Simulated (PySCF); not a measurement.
## Correlation energy of Nb (niobium, neutral)

Starting occupation: [Kr] 4d5, 4d5/2 with m_j = -3/2, -1/2, +1/2, +3/2, +5/2. Computed with PySCF 2.14 in x2c-TZVPall-2c with one added diffuse shell each of s, p, d type (9s10p8d1f, 86 functions), with X2C-1e with screened-nucleus spin-orbit coupling, Gaussian nucleus. Frozen: [Ar] 3d10; 13 electrons correlated; the 6 highest virtual spinors left out.

MP2 pair energies summed by pair of shells (mhartree):

```csv
pair,energy,share (%)
4d-4p,-103.33,38.3
4p-4p,-75.90,28.2
4d-4d,-50.08,18.6
4p-4s,-24.21,9.0
4d-4s,-11.35,4.2
4s-4s,-4.64,1.7
```

Total MP2 correlation energy: -269.52 mhartree.

The GHF reference relaxed away from the jj start to a determinant that is no pure jj level (⟨S²⟩ = 8.76, ⟨J²⟩ = 8.76); the energies belong to that determinant.

This basis was not built for core-valence correlation, so the inner-shell part is incomplete.
